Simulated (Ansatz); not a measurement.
`N#[C][Ge]([F])([Cl])[Cl]` and `[OH][Ge]([F])([Cl])[Cl]` differ in one atom or group.

Ansatz, PBE0-D4/def2-TZVP geometries, multiplicity 1. Each molecule was computed in one conformer, which needn't be the lowest.

Scalar relativity is left out up to krypton.

```tsv
property	`N#[C][Ge]([F])([Cl])[Cl]`
HOMO energy (PBE/def2-TZVPP) / eV	-8.77
LUMO energy (ωB97M-V/def2-TZVPP) / eV	0.29
HOMO energy (PBE0/def2-TZVPP) / eV	-10.25
HOMO–LUMO gap (PBE0/def2-TZVPP) / eV	8.41
HOMO–LUMO gap (B3LYP/def2-TZVPP) / eV	7.79
ideal-gas entropy at 298 K and 1 bar (rigid rotor, harmonic PBE0-D4/def2-TZVP) / J/(mol·K)	374
```

Give the same properties after the change, and the shifts. (Best estimate.)

Ansatz gave: 
```tsv
property	`[OH][Ge]([F])([Cl])[Cl]`	shift
HOMO energy (PBE/def2-TZVPP) / eV	-8.24	0.53
LUMO energy (ωB97M-V/def2-TZVPP) / eV	0.63	0.34
HOMO energy (PBE0/def2-TZVPP) / eV	-9.80	0.45
HOMO–LUMO gap (PBE0/def2-TZVPP) / eV	8.34	-0.07
HOMO–LUMO gap (B3LYP/def2-TZVPP) / eV	7.69	-0.10
ideal-gas entropy at 298 K and 1 bar (rigid rotor, harmonic PBE0-D4/def2-TZVP) / J/(mol·K)	361	-13
```

With PBE0 the HOMO rises by 0.45 eV and the LUMO rises by 0.40 eV, so the gap narrows by about 0.05 eV. PBE moves the HOMO by 0.53 eV and ωB97M-V by 0.45 eV.

B3LYP here is the variant with VWN-RPA as its local correlation; programs differ in this.
